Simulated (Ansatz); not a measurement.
Coupled-cluster diagnostics for AgPd₂⁻, Ansatz.

Geometry of the singlet (r2SCAN-D4/def2-TZVPD):

```xyz
3

Pd   -0.481   -0.547    1.310
Pd   -0.841   -0.166   -1.229
Ag    1.321    0.712   -0.081
```

In the def2 sets Ag, Pd take a core potential; there is no spin–orbit coupling. Correlated methods freeze no core orbitals; core or outer-core shells of Pd, Ag are correlated, in sets that lack core-valence functions. The structure comes from a short search, and lower isomers may exist.

Geometry of the charge -1 triplet (r2SCAN-D4/def2-TZVPD):

Cartesian coordinates in Å:
```
Pd 1.321 0.122 0.600
Pd -0.987 0.904 0.574
Ag -0.334 -1.026 -1.173
```

Geometry of the charge -1 quintet (r2SCAN-D4/def2-TZVPD):

```csv
atom,x (Å),y (Å),z (Å)
Pd1,-0.287,-1.388,-0.303
Pd2,-1.094,0.707,0.636
Ag3,1.381,0.681,-0.333
```

(1) Estimate the CCSD(T) correlation energy, the shares of MP2 and (T), T1 and the reference's ⟨S²⟩ for: charge -1, singlet, own geometry in def2-TZVPD; charge -1, triplet, own geometry in def2-TZVPD; charge -1, quintet, own geometry in def2-TZVPD; charge 0, doublet, vertical in def2-TZVPD; and the rough time on 4 threads of Arm Neoverse V1 on a shared host.

Answers

(1) 
```csv
state,basis,correlation (eV),MP2 share (%),(T) share (%),T1,⟨S²⟩ (pure),wall time,remarks
"charge -1, singlet, own geometry",def2-TZVPD,-39.359,103.8,3.6,0.043,0.00 (0.00),22 s,restricted SCF unstable
"charge -1, triplet, own geometry",def2-TZVPD,-38.682,102.1,3.4,0.046,2.18 (2.00),93 s,spin-contaminated
"charge -1, quintet, own geometry",def2-TZVPD,-37.551,101.9,3.0,0.053,6.15 (6.00),2.3 min,"large T1, spin-contaminated"
"charge 0, doublet, vertical",def2-TZVPD,-37.948,102.7,3.3,0.055,0.79 (0.75),1.9 min,large T1
```
Customary marks for T1 are 0.02 (closed shells), 0.045 (open shells) and about 0.05 (3d metals). T1 exceeds 0.02 in 4 of 4 rows and 0.045 in 3; the higher it lies, the less the single-reference result can be trusted.
